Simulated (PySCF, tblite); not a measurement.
A database entry of computed molecular properties. Lists by class give the value and the number of equivalent atoms.

```json
{
 "formula": "C5H12F3PSi",
 "smiles": "C[Si](C)(C)PCC(F)(F)F",
 "charge": 0,
 "multiplicity": 1,
 "geometry_level": "GFN2-xTB",
 "electronic_structure_code": "PySCF",
 "results": {
  "GFN2-xTB geometry": {
   "point_group": "C1",
   "rotational_constants_GHz": [1.579, 0.571, 0.538]
  },
  "PBE0/pcSseg-1 ground state and GIAO shieldings, non-relativistic": {
   "dipole_D": 2.76,
   "homo_eV": -7.05,
   "lumo_eV": 0.18,
   "shift_vs_computed_TMS_C_by_class_ppm": [
    [136.2, 1],
    [26.4, 1],
    [0.4, 3]
   ],
   "shift_vs_computed_TMS_H_by_class_ppm": [
    [2.56, 2],
    [1.85, 1],
    [0.28, 9]
   ],
   "shielding_other_nuclei_by_class_ppm": [
    ["F", 247.0, 3],
    ["Si", 342.0, 1],
    ["P", 514.8, 1]
   ]
  },
  "GFN2-xTB harmonic vibrations, gas phase": {
   "strongest_ir_bands_cm-1_km_per_mol_modes": [
    [849.4, 168.6, 1],
    [853.5, 172.7, 1],
    [859.3, 300.1, 1],
    [1040.9, 326.6, 1],
    [1228.5, 148.7, 1],
    [2293.3, 146.6, 1]
   ],
   "zpe_kcal_per_mol": 101.2
  }
 }
}
```

The dipole equals about 9.2 × 10⁻³⁰ C·m (1 D = 3.33564 × 10⁻³⁰ C·m). With B = h/(8π²I), that is 505.379 GHz u Å² over I, the principal moments of inertia are 320.1, 884.6 and 938.9 u Å² (most abundant isotopes).

 NMR classes are plain means over equivalent atoms (diastereotopic ones count apart unless rotation or inversion swaps them), as if these changed places fast; in this geometry the members of some classes differ.

Conformer computed: `[CH3:1][Si:2]([CH3:3])([CH3:4])[PH:5][CH2:6][C:7]([F:8])([F:9])[F:10]`: C1–Si2–P5–C6 -25°, Si2–P5–C6–C7 -83°, P5–C6–C7–F8 -165°.

One conformer stands for the species.
